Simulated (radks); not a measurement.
Values are calculated unless marked as measured or tabulated.
Spherical quantum dot in the effective-mass picture: electrons in a parabolic well V = omega^2 r^2 / 2 with omega = 4.92, with a point charge +2 (a donor) at the centre, all in effective atomic units (hartree* = m*/eps^2 hartree, bohr* = eps/m* bohr), one dielectric constant everywhere. Level of theory: non-relativistic Kohn-Sham, LDA (Slater exchange, Perdew-Wang correlation), spin-polarised, spherical densities (a radial shooting solver with Libxc functionals). Levels are named by radial order and angular momentum (1s, 1p, 1d, 2s, ...), and open shells are averaged over m.

N = 19, configuration 1s2 1p6 1d(up 5, down 4) 2s2. This is the lowest configuration that the search found. Occupied and some empty levels:

| level | occupation | eigenvalue (hartree*) | <r> (bohr*) |
|---|---|---|---|
| 1s up | 1 | 25.069 | 0.5123 |
| 1s down | 1 | 25.094 | 0.5113 |
| 1p up | 3 | 29.660 | 0.7662 |
| 1p down | 3 | 29.700 | 0.7659 |
| 2s up | 1 | 32.544 | 0.8165 |
| 2s down | 1 | 32.575 | 0.8172 |
| 1d up | 5 | 33.513 | 0.9170 |
| 1d down | 4 | 33.555 | 0.9173 |
| 1f up | 0 | 37.401 | 1.033 |
| 1f down | 0 | 37.441 | 1.034 |
| 2p up | 0 | 37.479 | 0.9401 |
| 2p down | 0 | 37.506 | 0.9404 |
| 1g up | 0 | 41.402 | 1.132 |
| 1g down | 0 | 41.438 | 1.132 |

Energy (hartree*): total 404.341, kinetic 112.97, external 114.66, Hartree 197.35, exchange-correlation -20.638.
